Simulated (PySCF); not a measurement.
Bonds (- single, = double, # triple, : aromatic): C1-C2, C2-C3, C3:O4, O4:C5, C5-C6, C5:C7, C7:P8, P8:C3. C1 carries H9, H10, H11; C2 carries H12, H13; C6 carries H14, H15, H16; C7 carries H17.

PySCF 2.14.0 with density-fitted response routines calculation with GFN2-xTB structure and shielding tensors at PBE0/pcSseg-1 (GIAO); one computed conformer, one averaged value for each set of equivalent atoms, non-relativistic, in vacuum.

Chemical shifts δ = σref − σ; $^{13}$C and $^{1}$H vs TMS; $^{17}$O against H2O; $^{31}$P against H3PO4, all at this level.

| atoms | nucleus | count | Hirshfeld charge | δ (ppm) |
| --- | --- | --- | --- | --- |
| H12/H13 | $^{1}$H | 2 | 0.05 | 3.03 |
| C5 | $^{13}$C | 1 | 0.07 | ? |
| C2 | $^{13}$C | 1 | -0.07 | 31.9 |
| O4 | $^{17}$O | 1 | -0.05 | 362.7 |
| H9/H10/H11 | $^{1}$H | 3 | 0.04 | ? |
| H17 | $^{1}$H | 1 | 0.05 | ? |
| C7 | $^{13}$C | 1 | -0.16 | 127.7 |
| P8 | $^{31}$P | 1 | 0.02 | ? |
| C6 | $^{13}$C | 1 | -0.12 | 18.8 |
| C3 | $^{13}$C | 1 | 0.02 | 212.4 |
| C1 | $^{13}$C | 1 | -0.12 | 21.9 |
| H14/H15/H16 | $^{1}$H | 3 | 0.05 | 2.54 |

Q: Complete the table.

A: 
- C5: 163.4 ppm, substituted aromatic carbon next to the ring oxygen
- H17: 6.68 ppm, hydrogen on an aromatic CH; it sits in the deshielding region of the aromatic ring current
- H9/H10/H11: 1.30 ppm, hydrogen on a methyl carbon
- P8: 116.6 ppm, phosphorus bonded to 2 C, in a 5-membered ring

Shifts are as computed. Against solution values, carbons near 30 ppm lie about +3 ppm off and those near 130 ppm about +5 ppm. Of 1211 compounds with measured shifts, 218 miss one by over three times the rms of a fit or turn the order of signals round; such compounds aren't used in these exercises. Unscaled 17O shifts of doubly bonded oxygen tend to come out too high, by tens of ppm or more. Experimental scales use liquid or dissolved standards, which lie at an offset from isolated H2O (liquid H2O: subtract about 36 ppm) and H3PO4.
